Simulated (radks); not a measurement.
Results of a calculation; reference values are marked as such.
The bromine anion Br-, [Kr], held by a Watson sphere: a shell of charge +1.12 at radius R that stands for the Madelung well of a crystal (potential energy -1.12/R inside, -1.12/r outside, in hartree with lengths in bohr). Level of theory: scalar-relativistic Kohn-Sham, LDA (Slater exchange, VWN5 correlation), spin-polarised, spherical densities, point nucleus (a radial shooting solver on a logarithmic mesh with Libxc functionals). Response by self-consistent Sternheimer equations with the Hartree and adiabatic LDA kernel, the relativistic mass of each level held fixed and spin-orbit coupling left out. The sphere does not respond.

R (bohr)  e(3d) (eV)  e(4s) (eV)  e(4p) (eV)  <r> 4p (bohr)  sum of <r^2> (bohr^2)  X-ray form factor at sin(theta)/lambda = 0.3 1/angstrom  alpha (bohr^3)
3.35         -65.589     -19.641      -7.877          2.227                  49.75                                                   23.803           32.75
3.6          -65.297     -19.274      -7.519          2.244                  50.44                                                   23.807           34.98
4.06         -64.774     -18.660      -6.908          2.269                  51.49                                                   23.813           38.95
4.66         -64.143     -17.965      -6.209          2.291                  52.49                                                   23.816           43.66
4.92         -63.892     -17.698      -5.938          2.298                  52.83                                                   23.817           45.49
